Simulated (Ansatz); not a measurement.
CH4F3HfN (`C[NH][Hf]([F])([F])[F]`), one more setting.

```yaml
crystal:
  periodic: [false, false, false]
  atoms:
    - {symbol: C, position_ang: [0.368897, -1.190695, 0.890616]}
    - {symbol: N, position_ang: [0.631771, -0.269699, -0.200695]}
    - {symbol: Hf, position_ang: [-0.560759, 1.236060, -0.794322]}
    - {symbol: F, position_ang: [-2.266710, 0.504281, -1.256607]}
    - {symbol: F, position_ang: [0.298566, 2.097348, -2.263866]}
    - {symbol: F, position_ang: [-0.835904, 2.405381, 0.694472]}
    - {symbol: H, position_ang: [1.133114, -1.131164, 1.672921]}
    - {symbol: H, position_ang: [0.305837, -2.228842, 0.547323]}
    - {symbol: H, position_ang: [-0.589117, -0.954454, 1.364315]}
    - {symbol: H, position_ang: [1.514316, -0.468226, -0.654156]}
basis:
  gaussian: {orbitals: ANO-RCC-VTZP}
magnetization: {spin_polarized: true, initial_magnetization: 2}
hamiltonian: {xc: {name: LC-wPBE}}
```

```sh
$ ansatz run in.yaml --threads 4 --pin off --events-out ev --progress --plain --max-ram 11315MiB
```

Output, abridged:

```
Functional definition: LC-wPBE
2278 factors; their error is unknown
590 factors; integrals over basis functions are off by at most 3.0e-5 eV
mean field evaluation 1: about -421089.5156 eV, gradient 6.4e1 eV
mean field evaluation 2: about -421076.9155 eV, gradient 1.1e2 eV
mean field evaluation 4: about -421099.8353 eV, gradient 3.9e0 eV
mean field evaluation 8: about -421100.1007 eV, gradient 7.3e-1 eV
mean field evaluation 16: about -421100.5149 eV, gradient 1.6e-1 eV
mean field evaluation 32: about -421100.5080 eV, gradient 8.2e-1 eV
mean field -421100.51502057 eV, -15475.1584948253 hartree, gradient 1.7e-5 eV, S^2 2.005217; 6 other end points of the search recorded, 0 dependent functions left out
reference -421100.51502059 eV, -15475.1584948260 hartree; 59, 57 occupied and 251, 253 virtual orbitals, 2278 factors
Total energy: -421100.51502059 eV, -15475.1584948260 hartree
Relativity: scalar
```

Hardware: 4 threads of an Arm Neoverse V2 on a shared host. Wall time 76 s, peak host memory 3 GiB.
